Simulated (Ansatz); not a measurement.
The cluster K2H3. Total charge 0; doublet. Geometry PBE0-D4/def2-TZVP.

Cartesian coordinates in Å:
```
K -1.6257 -1.5649 -2.2460
K 1.4167 0.5312 -1.0526
H -0.6775 -0.4891 -0.2746
H 0.2045 0.5594 1.5738
H 0.6821 0.9634 1.9995
```

At HF/STO-3G the charge 0 doublet is spin-contaminated (final ⟨S²⟩ up to 0.93, 0.75 for a pure state). In the doublet, H4 and H5 lie 0.76 Å apart (atoms count from 1), so H2 has formed as a molecule. The structure comes from a short search, and lower isomers may exist.

Q: Estimate the α-spin orbital energies around the gap (eV) in Ansatz with HF/STO-3G, PBE-D4/def2-TZVP, r2SCAN-D4/def2-TZVP, r2SCAN-D4/def2-TZVPD, PBE0-D4/def2-TZVPD.

A: 
| orbital | HF/STO-3G | PBE-D4/def2-TZVP | r2SCAN-D4/def2-TZVP | r2SCAN-D4/def2-TZVPD | PBE0-D4/def2-TZVPD |
| --- | --- | --- | --- | --- | --- |
| HOMO−9 | -42.98 | -34.40 | -35.83 | -35.88 | -37.86 |
| HOMO−8 | -24.78 | -18.30 | -18.94 | -19.00 | -20.38 |
| HOMO−7 | -24.76 | -18.29 | -18.93 | -18.99 | -20.37 |
| HOMO−6 | -24.66 | -18.28 | -18.92 | -18.98 | -20.36 |
| HOMO−5 | -21.57 | -18.25 | -18.88 | -18.94 | -20.33 |
| HOMO−4 | -21.50 | -18.17 | -18.80 | -18.85 | -20.26 |
| HOMO−3 | -21.50 | -18.10 | -18.73 | -18.78 | -20.19 |
| HOMO−2 | -15.71 | -10.07 | -10.52 | -10.57 | -11.75 |
| HOMO−1 | -7.89 | -4.19 | -4.30 | -4.35 | -5.27 |
| HOMO | -0.04 | -2.07 | -2.04 | -2.07 | -2.47 |
| LUMO | 4.31 | -1.60 | -1.44 | -1.46 | -1.21 |
| LUMO+1 | 8.84 | -0.64 | -0.53 | -0.81 | -0.56 |
| LUMO+2 | 8.86 | -0.56 | -0.38 | -0.60 | -0.41 |
| LUMO+3 | 10.69 | 0.17 | 0.38 | -0.07 | 0.06 |
| LUMO+4 | 10.77 | 0.19 | 0.48 | 0.08 | 0.13 |
| LUMO+5 | 13.11 | 0.37 | 0.65 | 0.15 | 0.25 |
| β HOMO | -3.48 | -4.01 | -4.10 | -4.16 | -5.04 |
| β LUMO | 4.42 | -1.49 | -1.20 | -1.33 | -0.97 |
